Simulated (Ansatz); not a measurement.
(H2Al-mu-Cl)2 (Al₂H₄Cl₂). Total charge 0; singlet. Geometry r2SCAN-D4/def2-SVP; atoms count from 1.

```xyz
8

Al    0.186   -0.775    1.442
H     0.679    0.105    2.652
H    -0.151   -2.314    1.448
Cl    1.557   -0.338   -0.382
Al   -0.186    0.775   -1.442
H    -0.680   -0.115   -2.645
H     0.148    2.314   -1.459
Cl   -1.554    0.347    0.387
```

(1) Estimate the Mulliken populations from the PBE0/def2-TZVP orbitals of Ansatz.

(2) And the Mayer bond orders between heavy atoms (over 0.3)?

Results:

(1) 
```json
{"atom": "Al1", "charge (e)": "0.41"}
{"atom": "H2", "charge (e)": "-0.10"}
{"atom": "H3", "charge (e)": "-0.10"}
{"atom": "Cl4", "charge (e)": "-0.21"}
{"atom": "Al5", "charge (e)": "0.41"}
{"atom": "H6", "charge (e)": "-0.10"}
{"atom": "H7", "charge (e)": "-0.10"}
{"atom": "Cl8", "charge (e)": "-0.21"}
```
Mulliken values depend strongly on the basis.

(2) Al1–Cl4 0.64 (2.32 Å); Al1–Cl8 0.64 (2.32 Å); Cl4–Al5 0.64 (2.32 Å); Al5–Cl8 0.64 (2.32 Å).
